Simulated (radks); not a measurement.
Question: These are the eigenvalues of the occupied orbitals of an atom or ion with whole-number occupations (hartree). All-electron calculation, scalar-relativistic Kohn-Sham, PBE, spin-unpolarised, spherical densities, finite nucleus; Fermi nuclear charge, rms radius of each element as measured or else 0.836 A^(1/3) + 0.57 fm. Program: a radial shooting solver on a logarithmic mesh with Libxc functionals.

1s: -102.1627
2s: -10.31131
2p: -8.07035
3s: -1.65066
3p: -1.16440

Which element is it, and in what charge state? The configuration may be excited.

Answer: Z = 17, chlorine, charge +2: Cl2+ in [Ne] 3s2 3p3. The list shows which subshells hold electrons but not how many an open one holds; the 1s level, -102.16 hartree, gives Z - s = 14.3 by -(Z - s)^2/2, which with screening and relativity narrows Z to a few neighbours, and the depths of the outer levels then fix element, charge and occupations together.
